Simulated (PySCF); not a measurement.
C₂H₈OSSi, SMILES O([SiH2]SC)C.

Geometry: PBE-D3(BJ)/def2-SVP. The values are those of a single conformer.

Two levels are set side by side: TDA-PBE/def2-SVPD (PySCF) and TDA-CAM-B3LYP/def2-SVPD (PySCF). Vertical, same geometry. The lowest singlet is HOMO→LUMO 96 % with PBE and HOMO→LUMO 61 %, HOMO→LUMO+1 19 % with the other functional; states are paired by order. Differences are taken from unrounded values.

```tsv
quantity	TDA-PBE
lowest singlet excitation (eV)	5.35
lowest triplet excitation (TDA) (eV)	4.96
```

Problem. These are the TDA-PBE values. What does TDA-CAM-B3LYP give? (Estimate from the structure and the level; the computed values follow.)

Solution. 
| quantity | TDA-CAM-B3LYP | TDA-PBE minus TDA-CAM-B3LYP |
|---|---|---|
| lowest singlet excitation (eV) | 5.81 | -0.46 |
| lowest triplet excitation (TDA) (eV) | 5.33 | -0.36 |

A lower first singlet is the usual sign of a functional without exact exchange. Differences between two approximate levels are no errors against the true value.

Rough cost on one machine, each run with all the roots and properties that it gave: TDA-CAM-B3LYP against TDA-PBE about 4 times.
